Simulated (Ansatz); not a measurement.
Basis sets compared for SbMe2Br (C2H6BrSb). The state is a singlet with charge 0. Geometry B3LYP-D4/def2-SVP. Ansatz on 4 threads of Arm Neoverse V1 on a shared host; times are rough, and most runs start from earlier orbitals.

```xyz
10

Sb   -1.129    0.549   -0.472
C     0.980    1.053   -0.750
H     1.522    0.875    0.190
H     1.076    2.109   -1.039
H     1.393    0.416   -1.548
C    -0.682   -1.427    0.350
H    -1.593   -1.862    0.783
H     0.088   -1.332    1.128
H    -0.317   -2.076   -0.462
Br   -1.337    1.694    1.821
```

In the def2 sets Sb takes a core potential; there is no spin–orbit coupling.

Binding counts from free atoms (Sb quartet, C triplet, H doublet, Br doublet) in the same basis, without a counterpoise term.

```csv
level,functions,energy (Eh),HOMO (eV),LUMO (eV),binding per atom (eV),wall time
PBE-D4/def2-SVP,116,-2893.3947,-5.84,-2.13,3.51,1.1 s
PBE-D4/def2-TZVP,196,-2893.8114,-6.00,-2.29,3.52,2.3 s
r2SCAN-D4/def2-TZVP,196,-2894.3402,-6.25,-2.13,3.46,4.7 s
PBE0-D4/def2-SVP,116,-2893.5124,-6.94,-1.40,3.46,2 s
PBE0-D4/def2-TZVP,196,-2893.9247,-7.04,-1.53,3.46,3.5 s
```

Estimate the rows for PBE-D4/def2-TZVPD, r2SCAN-D4/def2-TZVPD, PBE0-D4/def2-TZVPD.


```tsv
level	functions	energy (Eh)	HOMO (eV)	LUMO (eV)	binding per atom (eV)	wall time
PBE-D4/def2-TZVPD	241	-2893.8126	-6.03	-2.36	3.52	4 s
r2SCAN-D4/def2-TZVPD	241	-2894.3412	-6.26	-2.17	3.46	8 s
PBE0-D4/def2-TZVPD	241	-2893.9258	-7.06	-1.60	3.47	6 s
```
